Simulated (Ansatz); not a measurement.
`CC(=S)[SeH]` + `O/C=C\Cl` → `O/C=C(/Cl)[SeH]` + `CC=S`  (formal exchange of groups at the Se–C bond)

Isolated molecules relaxed with PBE0-D4/def2-TZVP in Ansatz; ΔE leaves out vibrations. CBS: MP2 limit from def2 TZ/QZ plus the TZ coupled-cluster correction, frozen cores. Double bonds are as drawn, so ΔE can hold a change between cis and trans. DFT in def2-TZVPP. For Se outer-core shells are correlated without core-valence functions, which leaves a few kJ/mol of doubt a bond. Scalar relativity is left out up to krypton. One conformer a species, not always the lowest.

```tsv
level	ΔE (kJ/mol)
r2SCAN-D4	62.7
ωB97X-V	49.0
r2SCAN	62.7
PBE0	56.4
MP2/def2-TZVPP	54.3
SCS-MP2/def2-TZVPP	49.4
SCS-MP2/def2-QZVPP	50.4
CCSD/CBS(def2)	48.8
```

What does CCSD(T)/CBS give? (An estimate is asked.)

Ansatz gave: +51.5 kJ/mol. The listed levels differ from it by 11.2, -2.5, 11.2, 4.9, 2.8, -2.1, -1.1, -2.7 kJ/mol.

Largest T1 diagnostic among the species: 0.016.

From PBE to PBE0 (25 % exact exchange), in def2-TZVPP and without D4, ΔE moves by −4.1 kJ/mol. In def2-TZVPP, CCSD(T) changes the Hartree–Fock value by +6.0 kJ/mol (the triples alone add +2.7 kJ/mol) and MP2 by +10.7 kJ/mol.
